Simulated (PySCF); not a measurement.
Mg(SiH3)2 (H6MgSi2), SMILES [SiH3][Mg][SiH3].

Coordinates come from a TPSSh-D3(BJ)/def2-SVP optimisation.

All values below come from M06-2X/def2-TZVPD run with PySCF.

Isolated molecule, no solvent.

Computed frontier levels, gap, dipole moment and polarisability:
| Property | Value |
|---|---|
| highest occupied level | -7.37 eV |
| lowest empty level | -0.97 eV |
| orbital gap | 6.40 eV |
| dipole moment | 0.00 D |
| quadrupole, principal values (traceless, Buckingham form, about the centre of nuclear charge) | -18.12, 9.06, 9.06 D·Å |
| mean static polarisability | 107.7 bohr³ (15.96 Å³) |
| polarisability, principal values | 83.8, 83.8, 155.4 bohr³ |
